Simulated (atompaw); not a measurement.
## Which change was made? (Bi, PAW (atompaw))

atompaw 4.2.0.5 input, output lines left out:

```
Bi 83
GGA-PBE scalarrelativistic loggrid 2001 logderivrange -4 5 226
6 6 5 4 0 0
6 1 3
0 0 0
c
c
c
c
c
v
c
c
c
c
v
c
c
v
c
2
2.10 1.60 1.70 1.30
y
0.6
n
y
0.75
n
y
-0.5
n
custom polynom gramschmidtortho besselshape
bessel
2.10
1.95
2.10
2.10
2.10
2.10
```

Cutoffs, loose and tight: the cutoffs (Ry, on a coarse ladder) from which the occupation-weighted sum of valence levels, in a spherical-Bessel basis at the reference potential, stays within 10 and 1 mRy of its value at 400 Ry. They see the waves, projectors and local potential, not the compensation charge or the core.

The base gives: outcome: generated; cutoff, loose: 35 Ry; cutoff, tight: 55 Ry; bound ghosts: p.

**Question.** After one change the result is: outcome: generated; cutoff, loose: 35 Ry; cutoff, tight: 55 Ry; bound ghosts: none. Which change was it?
A. local potential bessel scheme, radius 1.08 bohr
B. local potential bessel scheme, radius 1.90 bohr
C. local potential bessel scheme, radius 1.30 bohr

**Answer.** B. The others give: local potential bessel scheme, radius 1.30 bohr → outcome: generated; cutoff, loose: 35 Ry; cutoff, tight: 55 Ry; bound ghosts: p, s | local potential bessel scheme, radius 1.08 bohr → outcome: generated; cutoff, loose: 35 Ry; cutoff, tight: 55 Ry; bound ghosts: s, p.
